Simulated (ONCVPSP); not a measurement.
## What one change does to a pseudopotential (Al (Z = 13), ONCV)

| Property | Result |
| --- | --- |
| Element | aluminium |
| Generator | ONCVPSP 4.0.1 |
| Type | optimised norm-conserving Vanderbilt (ONCV) |
| Functional | PBE |
| Relativity | scalar-relativistic |
| Frozen core | [Ne] |
| Valence charge | 3 |
| Reference configuration | 3s1 (charge +2) |
| Partial waves | 3s: rc 1.90 bohr, ncon 4, nbas 9, qcut 4.2 1/bohr, 1 projector; p scattering state at 0.11 Ha: rc 1.55 bohr, ncon 4, nbas 7, qcut 4.4 1/bohr, local; d scattering state at 0.32 Ha: rc 2.00 bohr, ncon 3, nbas 6, qcut 5.5 1/bohr, 3 projectors, debl 3.4 Ha |
| Local potential | the p channel |
| Core correction | Teter function fitted to the true core (icmod 2), fcfact 0.2 |

In the p channel the program set the typed energies aside and used 0.050 Ha. In the d channel the program set the typed energies aside and used 0.050, 3.450, 6.850 Ha.

Change: s: qcut 4.9.

Cutoffs: the cutoffs (Ha) at which the residual kinetic energy of the hardest occupied pseudo-wave falls to 1 and 0.1 mHa per electron; they do not see the model core or the augmentation charge, which bear on the density cutoff. Errors are all-electron minus pseudo energies relative to the spin-unpolarised reference configuration.

What does the change do?

The potential gets neither clearly harder nor softer (6.5 Ha and 8.5 Ha → 7.1 Ha and 9.1 Ha); the errors of the 4 common tests hardly move; neither file shows a bound ghost.

| quantity | base | changed |
| --- | --- | --- |
| cutoff, loose | 6.5 Ha | 7.1 Ha |
| cutoff, tight | 8.5 Ha | 9.1 Ha |
| bound ghosts | none | none |
| GHOST(+) flags under 300 eV | none | none |
| error for 3s2 3p1, meV [ΔE -24.99 eV] | +160 | +160 |
| error for 3s2, meV [ΔE -19.23 eV] | +53 | +54 |
| error for 3s2 3p0.5, meV [ΔE -22.90 eV] | +116 | +116 |
| error for 3s1 3p2, meV [ΔE -19.85 eV] | +216 | +216 |
| s: phases at 1.93 bohr within 0.05 rad from the reference energy up to (Ha; the scan ends near 5) | 1.5 | 1.6 |
| p: phases at 1.57 bohr within 0.05 rad from the reference energy up to (Ha; the scan ends near 5) | 2.5 | 2.5 |
| d: phases at 2.03 bohr within 0.05 rad from the reference energy up to (Ha; the scan ends near 5) | to the end of the scan | to the end of the scan |
| rms error of d²Exc/dni dnj with the model core, mHa | 14.56 | 14.74 |

Base: The cutoffs count occupied waves only; projector 2 of the d channel, the hardest unoccupied one, needs 27 Ha at the loose tolerance. Changed file: The cutoffs count occupied waves only; projector 2 of the d channel, the hardest unoccupied one, needs 27 Ha at the loose tolerance.
